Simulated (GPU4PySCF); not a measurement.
A structure optimised at ωB97M-D3(BJ)/def2-SVP, used in a GPU4PySCF frequency run:

```
C
C 1 1.4212
C 2 1.4198 1 119.92
C 3 1.3752 2 120.05 1 0.00
H 4 1.0899 3 118.61 2 180.00
C 4 1.4049 5 121.12 3 180.00
C 6 1.3861 4 121.68 5 -180.00
H 6 1.0874 7 120.37 1 180.00
C 2 1.4198 3 120.16 4 180.00
C 9 1.3752 2 120.05 3 180.00
H 10 1.0899 9 118.61 2 180.00
C 10 1.4049 11 121.12 9 180.00
C 12 1.3861 10 121.68 11 180.00
H 12 1.0874 13 120.37 1 180.00
C 13 1.4804 12 121.93 14 0.00
C 15 1.3861 13 121.93 12 0.00
H 16 1.0874 15 120.37 13 0.00
C 16 1.4049 17 117.95 14 180.00
C 18 1.3752 16 120.27 17 180.00
H 18 1.0899 19 118.61 16 -180.00
C 19 1.4198 18 120.05 20 -180.00
C 21 1.4198 19 120.16 18 180.00
C 22 1.3752 21 120.05 19 180.00
H 23 1.0899 22 118.61 21 180.00
C 23 1.4049 24 121.12 22 180.00
C 25 1.3861 23 121.68 24 180.00
H 25 1.0874 26 120.37 7 0.00
C 21 1.4212 19 119.92 18 0.00
C 9 1.4898 10 119.27 11 0.00
O 29 1.2092 9 123.65 10 0.00
N 29 1.3898 30 121.21 9 180.00
H 31 1.0161 29 115.90 30 0.00
C 31 1.3898 32 115.90 29 180.00
O 33 1.2092 31 121.21 32 0.00
C 22 1.4898 23 119.27 24 0.00
O 35 1.2092 22 123.65 23 0.00
N 35 1.3898 36 121.21 22 180.00
H 37 1.0161 35 115.90 36 0.00
C 37 1.3898 38 115.90 35 -180.00
O 39 1.2092 37 121.21 38 0.00
```
Charge 0, spin multiplicity 1.

Question: Write its SMILES, formula and point group.

Answer: O=C1NC(=O)c2ccc3c4ccc5c6c(ccc(c7ccc1c2c73)c64)C(=O)NC5=O, C24H10N2O4, D2h

Question: What are its rotational constants (standard atomic weights)?

Answer: 0.41841, 0.088017, 0.072720 GHz
